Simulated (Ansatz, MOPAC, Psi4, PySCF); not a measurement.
Species: C3H5Cl, charge 0, multiplicity 1. SMILES: C/C=C/Cl
Coordinates optimised at B3LYP-D3(BJ)/def2-TZVP (Ansatz, a first-principles code):
```xyz
9

C     -2.4001     0.0573    -0.0666
C     -0.9526     0.4339    -0.0613
C      0.0292    -0.4473     0.0387
Cl     1.7132    -0.0083     0.0448
H     -2.8847     0.3888    -0.9890
H     -2.9297     0.5371     0.7609
H     -2.5361    -1.0211     0.0213
H     -0.7075     1.4873    -0.1443
H     -0.1263    -1.5137     0.1251
```
Charge 0, spin multiplicity 1.

Property: size of the dipole moment, in D. Terms: 6-311+G** with 5d, 6d on Na to Ar in Ansatz; no dispersion term unless named; non-relativistic; LANL2DZ with its own core potentials from Na on; spin-orbit terms left out; six Cartesian d functions in 6-31G* and its kin unless marked 5d. First-principles rows: single points at B3LYP-D3(BJ) geometries (Ansatz). Semi-empirical rows: dipoles at the shared geometry.

Measured values: NIST CCCBDB, as tabulated in the package chemicals; dipoles are vibrational averages. 

Value to compare with, the measured value: 1.97 D.

| level | program | size of the dipole moment (D) | error |
|---|---|---|---|
| AM1 | MOPAC | 1.63 | -0.34 |
| MNDO | MOPAC | 1.68 | -0.29 |
| PBE/LANL2DZ | Ansatz | 2.23 | 0.26 |
| PBE/6-31G* | Ansatz | 1.99 | 0.02 |
| BLYP/6-31G* | Ansatz | 1.95 | -0.02 |
| BP86/6-31G* (5d) | PySCF | 1.99 | 0.02 |
| B3LYP/STO-3G | Ansatz | 2.17 | 0.20 |
| B3LYP/6-31G* | Ansatz | 2.04 | 0.07 |
| B3LYP/6-31+G* | Ansatz | 2.09 | 0.12 |
| B3LYP/6-31G** | Ansatz | 2.05 | 0.08 |
| B3LYP/def2-SVP | Ansatz | 1.76 | -0.21 |
| B3LYP/cc-pVDZ | Ansatz | 1.92 | -0.05 |
| B3LYP/6-311+G** | Ansatz | 2.05 | 0.08 |
| wB97X-D/6-311+G** | Psi4 | 2.11 | 0.14 |

Among the 14 habitual levels, AM1 lies farthest from the measured value (-0.34 D); 9 of 14 lie above it, and their mean absolute error is 0.14 D, the median 0.10. One case shows no general order.

The levels are drawn from those run, B3LYP/6-31G* more often than the rest, none by its result; left out are runs that failed, that the program found above a lower state of the same kind, or whose <S^2> lies over 0.5 above the pure value.
